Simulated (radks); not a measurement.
Isoelectronic series with 12 electrons, each ion in its NIST ground configuration. Method: scalar-relativistic Kohn-Sham, PBE, spin-unpolarised, spherical densities, finite nucleus; Fermi nuclear charge, rms radius of each element as measured or else 0.836 A^(1/3) + 0.57 fm; computed with a radial shooting solver on a logarithmic mesh with Libxc functionals. Total energies (hartree) and mean radii <r> (bohr):

ion    configuration  E (hartree)      3s      2p
Mg          [Ne] 3s2   -200.27974   3.150  0.6894
P3+         [Ne] 3s2   -339.74780   1.670  0.4830
Ar6+        [Ne] 3s2   -517.86991   1.186  0.3727
Sc9+        [Ne] 3s2   -734.79405  0.9267  0.3036
Cr12+       [Ne] 3s2   -990.78816  0.7623  0.2561
Co15+       [Ne] 3s2  -1286.19180  0.6479  0.2214
Zn18+       [Ne] 3s2  -1621.40806  0.5633  0.1949
As21+       [Ne] 3s2  -1996.90241  0.4980  0.1740
Kr24+       [Ne] 3s2  -2413.20579  0.4461  0.1571
Mo30+       [Ne] 3s2  -3370.70068  0.3684  0.1313
Rh33+       [Ne] 3s2  -3913.30837  0.3385  0.1212
Cd36+       [Ne] 3s2  -4499.56494  0.3129  0.1126
Sb39+       [Ne] 3s2  -5130.39126  0.2906  0.1050
